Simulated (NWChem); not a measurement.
All runs are NWChem calculations. System: C3H9O2, charge 2, spin multiplicity 2, at the geometry of a parent with another charge or spin, in a state set for the comparison that need not be this species' ground state. Its SCF solution wasn't tested for a lower state. Level: UMP2/def2-SVP, 5 core orbitals frozen.

The NWChem input:

```
start mol
memory heap 200 mb stack 800 mb global 1000 mb
charge 2
geometry units angstroms nocenter noautoz noautosym
  C      0.897516    -1.300941     1.103797
  C      0.462051    -0.447983    -0.047917
  O      0.842112     0.984450     0.176557
  C     -1.044025    -0.304719    -0.250918
  O     -1.165992     0.909328    -0.979668
  H      0.478633    -0.939072     2.053342
  H      1.992687    -1.345840     1.183186
  H      0.541533    -2.328753     0.933902
  H      0.942667    -0.736807    -0.995764
  H      1.731803     1.222329    -0.136700
  H      0.068976     1.437907    -0.374182
  H     -1.564329    -0.242552     0.719560
  H     -1.430624    -1.164780    -0.818378
  H     -2.063560     1.269202    -0.969853
end
basis spherical
  * library def2-svp
end
scf
  uhf
  nopen 1
  maxiter 100
  thresh 1e-7
  semidirect memsize 60000000 filesize 0
  # guess.movecs holds the orbitals of an unrestricted PBE0 run
  vectors input guess.movecs output mol.movecs
end
mp2
  freeze core 5
end
task mp2 energy
```

NWChem printed:

```
             Northwest Computational Chemistry Package (NWChem) 7.3.0
             --------------------------------------------------------

                                NWChem Input Module
                                -------------------

 Scaling coordinates for geometry "geometry" by  1.889725989
 (inverse scale =  0.529177249)

                             Geometry "geometry" -> ""
                             -------------------------

 Output coordinates in angstroms (scale by  1.889725989 to convert to a.u.)

  No.       Tag          Charge          X              Y              Z
 ---- ---------------- ---------- -------------- -------------- --------------
    1 C                    6.0000     0.89751600    -1.30094100     1.10379700
    2 C                    6.0000     0.46205100    -0.44798300    -0.04791700
    3 O                    8.0000     0.84211200     0.98445000     0.17655700
    4 C                    6.0000    -1.04402500    -0.30471900    -0.25091800
    5 O                    8.0000    -1.16599200     0.90932800    -0.97966800
    6 H                    1.0000     0.47863300    -0.93907200     2.05334200
    7 H                    1.0000     1.99268700    -1.34584000     1.18318600
    8 H                    1.0000     0.54153300    -2.32875300     0.93390200
    9 H                    1.0000     0.94266700    -0.73680700    -0.99576400
   10 H                    1.0000     1.73180300     1.22232900    -0.13670000
   11 H                    1.0000     0.06897600     1.43790700    -0.37418200
   12 H                    1.0000    -1.56432900    -0.24255200     0.71956000
   13 H                    1.0000    -1.43062400    -1.16478000    -0.81837800
   14 H                    1.0000    -2.06356000     1.26920200    -0.96985300

 Effective nuclear repulsion energy (a.u.)     208.1586177245

            Nuclear Dipole moment (a.u.)
            ----------------------------
        X                 Y               Z
 ---------------- ---------------- ----------------
    -0.0000037795     0.0000000000    -0.0000056692


 Summary of "ao basis" -> "" (spherical)
[...]
  AO/Fock/Back tols     =   1.0D-09  1.0D-09  1.0D-09

 GA uses MA = F    GA memory limited = T

 Available:
  local mem=  1.15D+08
 global mem=  1.31D+08
 local disk=  0.00D+00
  mp2_memr nvloc                    94
  nvloc new                    94
   1 passes of  16:        3145728                      65331                  33250858.
   1 passes of  16: M    114671497           G      131045550           F     111525769.

 Semi-direct pass number   1 of   1  for UHF alpha       at       20.0s
  vrange nnbf                  6498
  mp2_eaftype                   126  avail_ma_in_mb                   999
 EAF : mp2_eaftype filesize         126   16625429.
  mp2_eaf for mointskh                    126
Node 0 wrote     78.2 Mb in      0.0 s     Agg I/O rate:  1899.8 Mb/s
 Done moints_semi at       28.8s
  mp2_eaftype                   126  avail_ma_in_mb                   873
 EAF : mp2_eaftype filesize         126   16625429.
  mp2_eaf for kh                   126
 Done maket at       29.4s
 Done multipass loop at       29.4s

 GA uses MA = F    GA memory limited = T

 Available:
  local mem=  1.15D+08
 global mem=  1.31D+08
 local disk=  0.00D+00
  mp2_memr nvloc                    95
  nvloc new                    95
   1 passes of  15:        3145728                      63316                  31505495.
   1 passes of  15: M    114671497           G      131045550           F     111525769.

 Semi-direct pass number   1 of   1  for UHF beta        at       29.5s
  vrange nnbf                  6498
  mp2_eaftype                   120  avail_ma_in_mb                   999
 EAF : mp2_eaftype filesize         120   15752747.
  mp2_eaf for mointskh                    120
Node 0 wrote     74.1 Mb in      0.0 s     Agg I/O rate:  1601.2 Mb/s
 Done moints_semi at       37.8s
  mp2_eaftype                   120  avail_ma_in_mb                   879
 EAF : mp2_eaftype filesize         120   15752747.
  mp2_eaf for kh                   120
 Done maket at       38.5s
 Done multipass loop at       38.5s

          -------------------------------------------
          SCF energy                -267.510419129036
          Correlation energy          -0.762710907798
          Singlet pairs                0.000000000000
          Triplet pairs                0.000000000000
          Total MP2 energy          -268.273130036835
          -------------------------------------------

          ---------------------------------------------------
                    Spin Component Scaled (SCS) MP2
          Same spin pairs                     -0.184014436567
          Same spin scaling factor             0.333333333333
          Opposite spin pairs                 -0.578696471231
          Opposite spin scaling fact.          1.200000000000
          SCS-MP2 correlation energy          -0.755773911000
          Total SCS-MP2 energy              -268.266193040036
          ---------------------------------------------------

 -----------------------
 Performance information
 -----------------------

 Timer overhead =  1.91D-07 seconds/call

               Nr. of calls         CPU time (s)                 Wall time (s)                GFlops
             ---------------    -------------------     ------------------------------   -------------------
Name         Min   Avg   Max    Min     Avg     Max     Min     Avg     Max   Mx/calls   Min     Max     Sum
mp2: moin     2     2     2    17.     17.     17.      17.     17.     17.     8.6      0.0     0.0     0.0
mp2: make     2     2     2    1.3     1.3     1.3      1.3     1.3     1.3    0.67      0.0     0.0     0.0
mp2: tota     1     1     1    19.     19.     19.      19.     19.     19.     19.      0.0     0.0     0.0

 The average no. of pstat calls per process was 5.00D+00
 with a timing overhead of 9.57D-07s

 Task  times  cpu:       38.5s     wall:       38.5s

 Total times  cpu:       38.5s     wall:       38.5s
```
